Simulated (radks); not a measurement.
All-electron atom: the iridium ion Ir+ in [Xe] 4f14 5d7 6s1.

Calculated with a radial shooting solver on a logarithmic mesh with Libxc functionals: scalar-relativistic Kohn-Sham, r2SCAN, spin-polarised, spherical densities, finite nucleus; open shells are filled with parallel spins first (spin-orbit coupling, left out, can overturn this in heavy ions); meta-GGA in the generalised Kohn-Sham scheme; Fermi nuclear charge, rms radius 5.4032 fm; hard spherical wall at 2.5 bohr.

Energy parts (hartree):
| part | energy |
|---|---|
| total | -17822.0877 |
| kinetic | 19827.5497 |
| electron-nucleus | -44284.6711 |
| Hartree | 6983.2233 |
| exchange-correlation | -348.1895 |

Orbitals (lengths in bohr, moments of r in powers of bohr; r(90%) holds 90 % of the orbital's charge):
orbital	occ.	eigenvalue (hartree)	r(90%)
1s up	1	-2799.525	0.0318
1s down	1	-2799.522	0.0318
2s up	1	-490.1720	0.114
2s down	1	-490.1564	0.114
2p up	3	-425.6991	0.108
2p down	3	-425.6864	0.108
3s up	1	-114.5333	0.279
3s down	1	-114.5297	0.279
3p up	3	-95.59603	0.286
3p down	3	-95.59118	0.286
3d up	5	-74.69475	0.269
3d down	5	-74.68425	0.269
4s up	1	-24.16838	0.607
4s down	1	-24.15141	0.607
4p up	3	-17.93167	0.653
4p down	3	-17.91600	0.653
4d up	5	-10.23143	0.716
4d down	5	-10.21285	0.715
5s up	1	-3.21862	1.43
5s down	1	-3.12396	1.42
4f up	7	-1.70363	0.885
4f down	7	-1.67679	0.877
5p up	3	-1.65402	1.63
5p down	3	-1.53996	1.62
5d up	5	0.24717	1.87
5d down	2	0.38718	1.86
6s up	1	1.21074	2.09
6s down	0	1.38196	2.09
6p up	0	2.18714	2.12
5f up	0	2.19756	2.03
6p down	0	2.34601	2.12
5f down	0	2.34923	2.03
7s up	0	6.72214	2.20
7s down	0	6.77960	2.21

The highest occupied level is 6s up at 32.946 eV. The pressure on the wall is 3010 GPa. Summed over all electrons, <r^2> = 37.36 bohr^2, which gives a Langevin (diamagnetic) susceptibility term of -29.6 x 10^-6 cm^3/mol.
